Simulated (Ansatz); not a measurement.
Basis-set extrapolation for H7NO3Si2, SMILES `O[SiH2]N[SiH](O)O` (PBE0-D4/def2-TZVP geometry, frozen core, Ansatz 0.2.0). Multiplicity 1, RHF reference.

```json
{"": "HF", "def2-TZVPP": "-861.367298", "def2-QZVPP": "-861.400438"}
{"": "MP2 correlation", "def2-TZVPP": "-1.174234", "def2-QZVPP": "-1.268531"}
{"": "CCSD(T) correlation", "def2-TZVPP": "-1.251335", "def2-QZVPP": "not run"}
```

Energies in hartree. Use E(X) = E(∞) + A·exp(−7.88·√X) for Hartree–Fock and E(X) = E(∞) + B·X^(−2.97) for correlation, with X = 3 and 4, and add CCSD(T) minus MP2 of the smaller set to the MP2 limit.

Q: What is the CCSD(T) energy at the basis-set limit?

A: HF limit: -861.400438 + (-0.033140) × 0.13774 = -861.40500. MP2 limit: -1.268531 + (-0.094297) × 0.74074 = -1.33838. Higher-order term: -1.251335 − (-1.174234) = -0.07710. Total: -862.82048 hartree, 529.9 kJ/mol below CCSD(T)/def2-TZVPP.
